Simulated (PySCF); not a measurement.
Te(Br)(Et) (C2H5BrTe), SMILES CC[Te]Br.

Geometry optimised at B3LYP-D3(BJ)/def2-SVP. The def2 effective core potentials stand for the cores of Te; spin–orbit coupling is left out. One conformer was computed; it need not be the lowest.

Two levels are set side by side: PBE/def2-TZVP (PySCF) and r2SCAN/def2-TZVP (PySCF). Same geometry, gas phase. Differences are taken from unrounded values.

```csv
quantity,r2SCAN,PBE,PBE minus r2SCAN
orbital gap (eV),2.08,1.76,-0.32
highest occupied level (eV),-5.36,-5.12,0.24
lowest empty level (eV),-3.28,-3.36,-0.08
dipole moment (D),2.60,2.46,-0.14
mean polarisability (bohr³),83.3,85.2,1.9
```

Rough cost on one machine, each run with all the roots and properties that it gave: r2SCAN against PBE about 3 times.
